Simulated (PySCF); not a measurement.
Species: C6H6B2F2.
Geometry (PBE0-D3(BJ)/def2-SVP, Å), atoms numbered from 1 in this order:
```
atom  x, y, z in Å
B1    -0.0081    2.1963    0.4732
C2    -0.2798    0.7110    0.0379
C3    -1.4781    0.2870   -0.5515
C4    -1.6544   -1.0480   -0.9103
C5    -0.6453   -1.9913   -0.6924
C6     0.5504   -1.5890   -0.1113
C7     0.7377   -0.2475    0.2530
B8     1.9995    0.3317    0.8909
F9     1.9525    1.6570    1.1576
F10    3.1101   -0.2946    1.2067
H11   -0.3996    2.5936    1.5459
H12    0.3693    3.0069   -0.3405
H13   -2.2871    0.9995   -0.7348
H14   -2.5962   -1.3618   -1.3688
H15   -0.7988   -3.0342   -0.9783
H16    1.3491   -2.3149    0.0637
```

Computed at PBE0/pcSseg-1 (PySCF, non-relativistic), with Q(11B) = 0.04059 b: B1, 11B (I = 3/2): χzz = 6.016 MHz, η = 0.012; B8, 11B (I = 3/2): χzz = 3.258 MHz, η = 0.864.

Where would the pure quadrupole (NQR) lines of 11B at B1 fall for the rigid, isolated species?

From ν = (|χ|/2)√(1 + η²/3): ν = 3.008 MHz (three-coordinate boron).

Find the zero-field quadrupole resonance frequencies of 11B at B8.

From ν = (|χ|/2)√(1 + η²/3): ν = 1.820 MHz (three-coordinate boron).

In a crystal, neighbours and librations shift these lines. The basis is small and wasn't made for field gradients, so the couplings can be 20 % off.
